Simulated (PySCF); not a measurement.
# How the method changes the constants of SnI

State: ²Π (doublet), unpaired electrons π ↑. Set-up: Sn def2-TZVPPD with ECP28, I def2-TZVPPD with ECP28; scalar-relativistic core potentials (PySCF 2.14). De refers to Sn + I in their high-spin ground configurations, without counterpoise correction. The functionals are run spin-unrestricted. A positive dipole means Sn(−)I(+).

```json
{"Level": "UHF", "Re (Å)": "2.755", "ωe (cm⁻¹)": "189", "De (eV)": "1.87", "μ (D)": "-2.92", "CPU s a point (SCF and correlation, without the integrals)": "7.1"}
{"Level": "UHF-MP2", "Re (Å)": "2.697", "ωe (cm⁻¹)": "200", "De (eV)": "3.05", "μ (D)": "n/a", "CPU s a point (SCF and correlation, without the integrals)": "11"}
{"Level": "UHF-SCS-MP2", "Re (Å)": "2.715", "ωe (cm⁻¹)": "196", "De (eV)": "2.91", "μ (D)": "n/a", "CPU s a point (SCF and correlation, without the integrals)": "n/a"}
{"Level": "PBE", "Re (Å)": "2.739", "ωe (cm⁻¹)": "188", "De (eV)": "3.23", "μ (D)": "-2.05", "CPU s a point (SCF and correlation, without the integrals)": "2.8"}
{"Level": "PW91", "Re (Å)": "2.737", "ωe (cm⁻¹)": "189", "De (eV)": "3.25", "μ (D)": "-2.05", "CPU s a point (SCF and correlation, without the integrals)": "1.8"}
{"Level": "BLYP", "Re (Å)": "2.776", "ωe (cm⁻¹)": "179", "De (eV)": "3.07", "μ (D)": "-2.23", "CPU s a point (SCF and correlation, without the integrals)": "1.8"}
{"Level": "BP86", "Re (Å)": "2.741", "ωe (cm⁻¹)": "187", "De (eV)": "3.20", "μ (D)": "-2.05", "CPU s a point (SCF and correlation, without the integrals)": "1.8"}
{"Level": "r²SCAN", "Re (Å)": "2.718", "ωe (cm⁻¹)": "195", "De (eV)": "3.15", "μ (D)": "-2.05", "CPU s a point (SCF and correlation, without the integrals)": "4.2"}
{"Level": "M06-L", "Re (Å)": "2.747", "ωe (cm⁻¹)": "186", "De (eV)": "3.26", "μ (D)": "-1.92", "CPU s a point (SCF and correlation, without the integrals)": "4.3"}
{"Level": "B3LYP", "Re (Å)": "2.748", "ωe (cm⁻¹)": "187", "De (eV)": "3.01", "μ (D)": "-2.36", "CPU s a point (SCF and correlation, without the integrals)": "5.8"}
{"Level": "PBE0", "Re (Å)": "2.716", "ωe (cm⁻¹)": "195", "De (eV)": "3.09", "μ (D)": "-2.22", "CPU s a point (SCF and correlation, without the integrals)": "6.5"}
{"Level": "LC-ωPBE", "Re (Å)": "2.688", "ωe (cm⁻¹)": "204", "De (eV)": "2.82", "μ (D)": "-2.38", "CPU s a point (SCF and correlation, without the integrals)": "6.3"}
```

Q: What does the step from GGA to meta-GGA do here, going from PBE to r²SCAN?

A: r²SCAN less PBE: -2.1 pm in Re, +3.7 % in ωe, -0.08 eV in De. 

Correlated steps freeze 8 core orbitals. These are scalar-relativistic numbers at best; spin–orbit coupling would shift them, the dissociation energy most. The state was picked by a PBE0 search and need not be the measured ground state.

The whole job (state search and all levels along the bond) took about 5.9 min on 2 threads of Arm Neoverse V1 (shared host), peak memory 5.2 GiB.
